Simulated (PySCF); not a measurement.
Continuum solvent and chemical shifts

Atom-mapped SMILES (the numbers label the heavy atoms): `[CH3:1][O:2][SiH2:3][O:4][CH2:5][CH:6]([Cl:7])[Cl:8]`. Each H is labelled by its parent atom.

GIAO PBE0/pcSseg-1 in PySCF 2.14 on one PBE0-D3(BJ)/def2-SVP conformer, non-relativistic, equivalent nuclei averaged. Solvents enter as an IEF-PCM continuum (benzene with ε = 2.3, chloroform with ε = 4.7) around the gas-phase geometry. Shifts are referred to TMS computed in the same medium.

In benzene, δ in ppm: C6 87.0, C5 71.2, C1 58.2, Si3 -21.8, H(C6) 5.68, H(Si3) 4.88, H(C5) 3.98, H(C1) 3.87. Dipole moment 0.46 D.

Question: How does each δ change in the more polar medium?

Answer: 
| atoms | environment | Δδ, chloroform |
| --- | --- | --- |
| C6 | sp3 CH bonded to 2 Cl | +0.4 |
| C5 | sp3 CH2 bonded to O | +0.1 |
| C1 | methyl carbon bonded to O | +0.3 |
| Si3 | silicon bonded to 2 O, 2 H | 0.0 |
| H(C6) | hydrogen on an sp3 CH bonded to 2 Cl | +0.08 |
| H(Si3) | hydrogen on a silicon bonded to 2 O | -0.01 |
| H(C5) | hydrogen on an sp3 CH2 bonded to O | +0.04 |
| H(C1) | hydrogen on a methyl carbon bonded to O | +0.02 |

Changes are relative to benzene. The dipole moment becomes 0.45 D in chloroform.

Question: Which nuclei move most (in ppm), and what does the model miss?

Answer: C6 (sp3 CH bonded to 2 Cl, +0.4 ppm) in chloroform. A continuum only polarises the solute; specific hydrogen bonds, the anisotropy of aromatic solvents and changes of geometry or conformer are outside it.
